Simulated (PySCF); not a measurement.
SMILES CC(C)(C)c1ccc(C=O)s1 (C9H12OS) (GFN2-xTB optimised geometry):

```
23

C     -0.682    -2.612     1.335
C     -0.891    -1.857     0.014
C     -2.355    -1.431    -0.100
C     -0.536    -2.769    -1.168
C      0.016    -0.658     0.000
C      1.388    -0.658     0.000
C      1.946     0.624     0.000
C      0.998     1.622     0.002
C      1.204     3.049     0.002
O      2.283     3.593    -0.004
S     -0.603     0.951     0.004
H      0.349    -2.941     1.433
H     -1.329    -3.485     1.369
H     -0.920    -1.970     2.180
H     -2.636    -0.790     0.733
H     -3.000    -2.307    -0.091
H     -2.526    -0.887    -1.026
H      0.489    -3.122    -1.094
H     -1.196    -3.633    -1.179
H     -0.649    -2.235    -2.108
H      1.978    -1.557     0.000
H      3.000     0.834    -0.001
H      0.262     3.633     0.008
```

Level of theory: B3LYP/def2-SVP (PySCF 2.14.0).

Problem. What are the frontier orbital energies and the dipole moment?

Solution. HOMO-2 -7.37 eV, HOMO-1 -6.92 eV, HOMO -6.67 eV, LUMO -1.82 eV, LUMO+1 0.40 eV; dipole moment 4.45 D.

Meta-Löwdin charges at B3LYP/def2-SVP: C1 -0.28, C2 0.07, C3 -0.29, C4 -0.28, C5 -0.08, C6 -0.15, C7 -0.09, C8 -0.16, C9 0.25, O10 -0.39, S11 0.26, H12 0.09, H13 0.09, H14 0.10, H15 0.09, H16 0.10, H17 0.10, H18 0.09, H19 0.09, H20 0.10, H21 0.11, H22 0.13, H23 0.05.
